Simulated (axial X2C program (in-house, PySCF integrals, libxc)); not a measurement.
## Worked dissociation energy of TeP: PBE0, without spin–orbit coupling

All values were computed with an in-house relativistic program for diatomic molecules. Spin-free means the one-electron spin-free X2C Hamiltonian. Basis: Te dyall-cv3z [11s12p8d4f1g], P dyall-v3z [8s7p2d1f] (cores contracted in-house); Gaussian nuclei, density fitting, unrestricted open shells. Masses: Te 129.906 u, P 30.974 u.

Molecular state: M_S = 1/2, Λ = 1 (beyond evenly filled blocks: π+α).

- E(Te) (2M_S = 2, M_L = 0): -6793.441327 hartree
- E(P) (2M_S = 3, M_L = 0): -341.969706 hartree
- E(TeP) at Re: -7135.524381 hartree
- ωe: 490.5 cm⁻¹

(1) Work out De and D0.

The state is one determinant whose occupation by symmetry is held fixed; it was picked as the lowest of a PBE0 search that is not exhaustive. Dissociation energies refer to the lowest single-determinant-based atoms at the same level and basis. Without a current term, density functionals place determinants with orbital angular momentum somewhat too high. The determinant is spin-polarised beyond a pure state at some levels (its spin-free form has ⟨S²⟩ too high), which makes Re and μ there less reliable. Spin-free De lacks the spin–orbit lowering of the heavy p-block atom, a tenth of an eV or more for 4p and 5p, up to an eV for 6p and one to two eV for 7p atoms, less what an open-shell molecule gains itself.

Each atomic determinant is the lowest at this level and need not be a pure term. Totals compare only within one Hamiltonian and basis.

Answers

(1) De = -6793.441327 + (-341.969706) − (-7135.524381) = 0.11335 hartree = 3.084 eV. The zero-point energy is ωe/2 = 245 cm⁻¹ = 0.030 eV, so D0 = 3.054 eV.
